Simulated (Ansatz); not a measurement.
Computed with Ansatz on PBE0-D4/def2-TZVP structures; ΔE is electronic, products minus reactants. CCSD(T)/CBS adds triple-zeta CCSD(T) − MP2 to the extrapolated MP2 energy (def2 sets, frozen cores). This one scheme is used for every species. DFT in def2-TZVPP. B3LYP here is the variant with VWN-RPA as its local correlation; programs differ in this. HSE06 is defined as in plane-wave codes. No spin–orbit coupling; open shells (•) take unrestricted orbitals. One conformer a species, not always the lowest.

Reaction (homolysis of the O–Si bond): `CO[SiH](F)[SiH3]` → `C[O]`• + `F[SiH][SiH3]`•

**Question.** What is ΔE at CCSD(T)/CBS? (Estimate.)

**Answer.** Computed: +513.6 kJ/mol.

**Question.** What do these levels give: r2SCAN0-D4, HSE06-D4, ωB97X-V, PBE, PBE0, B3LYP? (Best estimate.)

**Answer.** Ansatz gave: r2SCAN0-D4 467.7, HSE06-D4 472.8, ωB97X-V 495.4, PBE 459.2, PBE0 465.9, B3LYP 462.9 kJ/mol.

Largest T1 diagnostic among the species: 0.019.

In def2-TZVPP, CCSD(T) changes the Hartree–Fock value by +123.1 kJ/mol (the triples alone add +8.7 kJ/mol) and MP2 by +160.5 kJ/mol; breaking electron pairs costs correlation energy, which Hartree–Fock lacks. From BLYP to BHLYP (50 % exact exchange), in def2-TZVPP and without D4, ΔE moves by +19.0 kJ/mol. At CCSD(T), def2-SVP lies −39.2 kJ/mol from the extrapolated value and def2-TZVPP −14.1 kJ/mol: correlation converges slowly with the basis, and small sets miss more of it in the bonded molecule than in its fragments.
